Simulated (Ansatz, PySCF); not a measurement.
GaF₂Br, SMILES [Br][Ga]([F])[F]. Atoms are numbered in the order given.

```xyz
4

Ga     0.0000     0.0000    -0.7428
F      0.0000    -1.4720    -1.6583
F      0.0000     1.4720    -1.6583
Br     0.0000     0.0000     1.4984
```
Charge 0, spin multiplicity 1.

The structure is a stationary point at PBE0-D3(BJ)/def2-SVP. The structure was generated by enumeration; whether it is a known compound was not checked.

Two levels are set side by side: PBE-D3(BJ)/def2-SVP (Ansatz, a quantum-chemistry and plane-wave program) and PBE0-D3(BJ)/def2-SVP (Ansatz). Each level has its own optimised geometry; the coordinates shown are those of the second. Frequencies come from the Hessian of PySCF at each geometry. Differences are taken from unrounded values.

| quantity | PBE0-D3(BJ) |
|---|---|
| mean bond length (Å) | 1.903 |
| bond Ga1–F2 (Å) | 1.734 |
| bond Ga1–F3 (Å) | 1.734 |
| bond Ga1–Br4 (Å) | 2.241 |
| highest harmonic wavenumber (cm⁻¹) | 760 |
| mean harmonic wavenumber (cm⁻¹) | 382 |
| zero-point energy (kcal/mol) | 3.27 |

Task: What does PBE-D3(BJ) give, and how far is it from PBE0-D3(BJ)? (An estimate is asked for; the answer gives what the named calculation found.)

Result: 
| quantity | PBE-D3(BJ) | PBE-D3(BJ) minus PBE0-D3(BJ) |
|---|---|---|
| mean bond length (Å) | 1.922 | 0.019 |
| bond Ga1–F2 (Å) | 1.752 | 0.019 |
| bond Ga1–F3 (Å) | 1.752 | 0.019 |
| bond Ga1–Br4 (Å) | 2.261 | 0.020 |
| highest harmonic wavenumber (cm⁻¹) | 726 | -35 |
| mean harmonic wavenumber (cm⁻¹) | 363 | -18 |
| zero-point energy (kcal/mol) | 3.11 | -0.16 |

GGA bonds tend to be longer and softer than those of functionals with exact exchange. Differences between two approximate levels are no errors against the true value.
